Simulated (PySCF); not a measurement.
# Electronic structure of Hf²⁺ (hafnium, charge +2) at the UHF level

Configuration: [Xe] 4f14 5d2, high-spin 3F determinant. Computed with PySCF 2.14 in def2-TZVP with the def2 core potential (60 electrons) (6s4p3d1f, 40 functions), with a scalar-relativistic core potential.

```
Total energy             : -46.674900 hartree
One-electron energy      : -72.4856 hartree
Hartree (Coulomb) energy : 30.9126 hartree
Exchange energy          : -5.1020 hartree
⟨S²⟩                     : 2.0032
⟨L²⟩                     : 12.034
Sum of ⟨r⟩               : 14.89 bohr
Sum of ⟨r²⟩              : 26.20 bohr²
Time after the integrals : 0.17 s of wall time on 1 thread of Neoverse-V1 (shared host)
```

| shell | electrons | mean orbital energy (hartree) | rms radius, mean of both spins (bohr) |
| --- | --- | --- | --- |
| 5s α | 1 | -3.43030 | 1.24 |
| 5s β | 1 | -3.36382 | 1.24 |
| 5p α | 3 | -2.12951 | 1.46 |
| 5p β | 3 | -2.02398 | 1.46 |
| 5d α | 2 | -0.80482 | 2.27 |

Energies and moments cover only the electrons outside the core potential. Spin-orbit coupling, absent here, splits the open shell strongly.
